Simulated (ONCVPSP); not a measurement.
# Configuration tests for Ba (ONCV)

| Item | Value |
| --- | --- |
| Element | Ba |
| Generator | ONCVPSP 4.0.1 |
| Type | optimised norm-conserving Vanderbilt (ONCV) |
| Functional | PBE |
| Relativity | scalar-relativistic |
| Frozen core | [Xe] |
| Valence charge | 2 |
| Reference configuration | 6s1.5 6p0.5 |
| Partial waves | 6s: rc 3.76 bohr, ncon 4, nbas 7, qcut 1.6 1/bohr, local; 6p: rc 4.30 bohr, ncon 4, nbas 7, qcut 1.7 1/bohr, 2 projectors, debl 1.9 Ha; d scattering state at 0.36 Ha: rc 3.76 bohr, ncon 3, nbas 8, qcut 3.1 1/bohr, 1 projector |
| Local potential | the s channel |
| Core correction | polynomial model core, fcfact 0.25 |

In the d channel the program set the typed energies aside and used -0.090 Ha.

Energies are relative to the spin-unpolarised reference configuration 6s1.5 6p0.5; without spin polarisation the order of configurations can differ from experiment.

(1) Give the all-electron excitation energy and the error of the potential for: 6s2 6p0; 6s1 6p0; 6s1.5 6p0; 6s0 6p2.

Levels in the configuration 6s2 6p0:

| level | all-electron (eV) | pseudo (eV) |
| --- | --- | --- |
| 6s | -3.230 | -3.229 |

Results:

(1)

```csv
valence configuration,charge,ΔE all-electron (eV),error AE − PS (meV)
6s2 6p0,0,-1.004,-1.1
6s1 6p0,+1,4.358,+1.5
6s1.5 6p0,+0.5,1.132,-0.5
6s0 6p2,0,3.137,-6.7
```
